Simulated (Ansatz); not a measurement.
## Scan of the F1–Sn2–S3–H5 dihedral angle

SnH2SF (SMILES [F][SnH][SH]), doublet, at its PBE0-D4/def2-TZVP minimum:

```csv
atom,x (Å),y (Å),z (Å)
F1,-1.0987,-0.0107,1.5048
Sn2,-0.2699,-0.8829,-0.0090
S3,1.3294,0.7382,-0.8013
H4,-1.5372,-1.0369,-1.1895
H5,1.6265,1.1186,0.4537
```

The dihedral angle F1–Sn2–S3–H5 (37.4° at the minimum) is set to the values below, with the rest relaxed at PBE0-D4/def2-TZVP at each step (the four atoms are held in place, so their three bonds and two angles keep the values of the minimum). Each method's energies count from its own value at the PBE0-D4 minimum structure. Program: Ansatz 0.2.0. Basis: def2-TZVPP. Cores are frozen in the correlated methods; orbitals are unrestricted. Filled d shells of the heavier atoms are correlated. Core potentials replace the inner electrons of the atoms past krypton. The def2 sets are not built for correlating such inner shells, so the correlated values are less sure here. B3LYP uses VWN-RPA correlation.

CCSD(T) energies along the scan:
```
dihedral angle (°)  CCSD(T) (eV)
            -158.6        0.0298
            -128.6        0.0479
             -98.6        0.0735
             -68.6        0.0809
             -38.6        0.0628
              -8.6        0.0336
              21.4        0.0080
              51.4       -0.0004
              81.4        0.0208
             111.4        0.0465
             141.4        0.0465
             171.4        0.0326
```
They count from the CCSD(T) energy at the PBE0-D4 minimum.

Largest difference from the CCSD(T) curve over the scan: PBE0-D4 0.0213; B3LYP-D4 0.0401; wB97M-V 0.0051; MP2 0.0090 eV. Each curve counts from its own value at the minimum.

The T1 diagnostic stays at or below 0.018. ⟨S²⟩ of the unrestricted Hartree–Fock references: 0.76 to 0.77 (a pure state has 0.75).

For scale, one of the runs: CCSD(T)/def2-TZVPP, 151 basis functions (an equivalent command: `ansatz run in.yaml --threads 4`). Hardware: 4 CPU threads, shared host. Wall time 28 s; peak host memory 2.9 GiB.
